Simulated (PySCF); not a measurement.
# Hartree-Fock beside MP2: BClGeHO anion

All numbers below are calculated, not measured. The program is PySCF 2.14.0, an open-source quantum chemistry code, run on an isolated molecule that a program drew, which may never have been made. The molecule is BClGeHO anion (charge -1, singlet), drawn as the SMILES string `O=[B][GeH-][Cl]`.

The geometry was optimised and harmonic frequencies were computed with HF and MP2, all in the aug-cc-pV(D+d)Z basis, for the commonest isotopes, with a restricted reference for singlets and an unrestricted one otherwise, and a frozen core in MP2. Germanium has the aug-cc-pVDZ-PP basis, with a core potential (ECP10MDF) in place of its 10 inner electrons, and its 3s, 3p and 3d shells are frozen in MP2. Each result is a local minimum of its method.

Geometry at the HF minimum:
```xyz
5
BClGeHO anion, angstrom
O    -2.7287   -0.2983   -1.1168
B    -2.2888    0.7465   -0.7103
Ge   -1.6918    2.7121   -0.0692
Cl    0.6191    2.3860   -0.5714
H    -1.5624    2.2319    1.4414
```

Lengths of the bonds as drawn, in Å (atoms numbered as above):
| bond | HF | MP2 |
|---|---|---|
| O1-B2 | 1.204 | 1.241 |
| B2-Ge3 | 2.152 | 2.142 |
| Ge3-Cl4 | 2.387 | 2.380 |
| Ge3-H5 | 1.590 | 1.603 |

Rotational constants, in GHz:
| constant | HF | MP2 |
|---|---|---|
| A | 4.691 | 4.657 |
| B | 2.083 | 2.086 |
| C | 1.464 | 1.462 |

Harmonic frequencies in cm^-1, each column in rising order, so a row needn't be the same motion in every method:
```
rank    HF   MP2
   1    96    87
   2   277   262
   3   293   289
   4   333     ?
   5   414   388
   6   690   645
   7   727   665
   8  1917  1778
   9  1987  1861
```

**Estimate the missing MP2 frequency from the HF column.**

A single factor s that minimises the squared misfit of MP2 against s times HF over the other rows is sum(HF x MP2) / sum(HF^2) = 0.9320, with an rms misfit of 9 cm^-1. For rank 4 it gives 0.9320 x 333 = 310 cm^-1. The calculation gives 318 cm^-1, 8 cm^-1 above the estimate. The drawn bonds are on average 0.8 % longer in MP2 than in HF.
